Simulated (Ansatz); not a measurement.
Ansatz (an electronic-structure program) input for GeH4O4, SMILES [OH][Ge]([OH])([OH])[OH], PBE/def2-TZVPD. Geometry: PBE0-D3(BJ)/def2-SVP. The isomer is the one that the SMILES or the coordinates give; other isomers of the formula were not compared. The values are those of a single conformer.

Ansatz 0.2 input:
```yaml
crystal:
  periodic: [false, false, false]
  atoms:
    - {symbol: O, position_ang: [-0.24580939, 1.47075920, -0.92685865]}
    - {symbol: Ge, position_ang: [-0.00000000, 0.00000000, -0.00000000]}
    - {symbol: O, position_ang: [0.24580939, -1.47075922, -0.92685864]}
    - {symbol: O, position_ang: [-1.47075921, -0.24580939, 0.92685864]}
    - {symbol: O, position_ang: [1.47075921, 0.24580939, 0.92685865]}
    - {symbol: H, position_ang: [-1.17482272, 1.60077552, -1.14911896]}
    - {symbol: H, position_ang: [1.17482272, -1.60077552, -1.14911894]}
    - {symbol: H, position_ang: [-1.60077551, -1.17482272, 1.14911896]}
    - {symbol: H, position_ang: [1.60077551, 1.17482273, 1.14911894]}
basis:
  gaussian:
    orbitals: def2-TZVPD
hamiltonian:
  xc: {name: PBE}
```

Log of the run:

```
WARN ansatz: RAYON_NUM_THREADS=2 ignored (pool sized by the plan → 2); use --threads N
Functional definition: PBE
integrals: 0.22 GiB planned
1313 factors; their error is unknown
mean field: 1.38 GiB planned
mean field evaluation 1: about -64739.3931 eV, gradient 1.2e2 eV
mean field evaluation 2: about -64653.5917 eV, gradient 2.4e2 eV
mean field evaluation 4: about -64761.4163 eV, gradient 1.9e0 eV
mean field evaluation 8: about -64761.4301 eV, gradient 7.4e-2 eV
mean field evaluation 16: about -64761.4143 eV, gradient 1.2e-5 eV
mean field -64761.41432311 eV, -2379.9380795109 hartree, gradient 9.0e-6 eV, S^2 0.000000; 0 other end points of the search recorded, 0 dependent functions left out
reference -64761.41438654 eV, -2379.9380818421 hartree; 34, 34 occupied and 216, 216 virtual orbitals, 1313 factors
Total energy: -64761.41438654 eV, -2379.9380818421 hartree
```

The calculation finished and met its thresholds.
